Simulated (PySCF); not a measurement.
The numbers are results of ωB97X-D3(BJ)/def2-TZVP // PBE0-D3(BJ)/def2-TZVP run with PySCF 2.14.0, not measurements. Gas-phase values, no solvent. Delta-SCF ions had no search for a lower state. Excitations are Tamm–Dancoff values on a coarser integration grid. The basis has no diffuse functions, so Rydberg states are missing or too high.

Reference species (SMILES): `C=BN` (neutral, multiplicity 1).

```json
{
 "S1–T1 gap (TDA)": "0.31 eV",
 "S1 oscillator strength": "0.000",
 "HOMO–LUMO gap": "10.52 eV",
 "vertical ionisation energy (Delta-SCF)": "8.39 eV"
}
```

Changed species: `BN=C`.

Task: Give the shifts of the S1–T1 gap (TDA), S1 oscillator strength, HOMO–LUMO gap and vertical ionisation energy (Delta-SCF).

Result: the S1–T1 gap (TDA) rises by 0.20 eV, to 0.51 eV; the S1 oscillator strength hardly moves; the HOMO–LUMO gap increases by 1.23 eV, to 11.75 eV; the vertical ionisation energy (Delta-SCF) rises by 1.96 eV, to 10.35 eV.
